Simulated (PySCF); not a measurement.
Al(F)(Cl)(Br), AlBrClF, SMILES [F][Al]([Cl])[Br] (B3LYP/def2-SVP optimised geometry):

```
4

Al    -0.442     0.214     0.000
F     -1.229     1.670     0.000
Cl     1.639     0.214     0.000
Br    -1.639    -1.670    -0.005
```

Calculation: B3LYP/def2-TZVP (PySCF 2.14.0).

**Question.** What are the frontier orbital energies and the dipole moment?

**Answer.** HOMO-2 -9.64 eV, HOMO-1 -9.06 eV, HOMO -8.84 eV, LUMO -1.80 eV, LUMO+1 -1.23 eV; dipole moment 0.67 D.

On the same geometry PBE/def2-TZVP in PySCF gives HOMO-2 -8.49 eV, HOMO-1 -8.04 eV, HOMO -7.80 eV, LUMO -2.37 eV, LUMO+1 -1.79 eV; dipole moment 0.66 D.

Meta-Löwdin charges at B3LYP/def2-TZVP: Al1 1.08, F2 -0.52, Cl3 -0.30, Br4 -0.26.
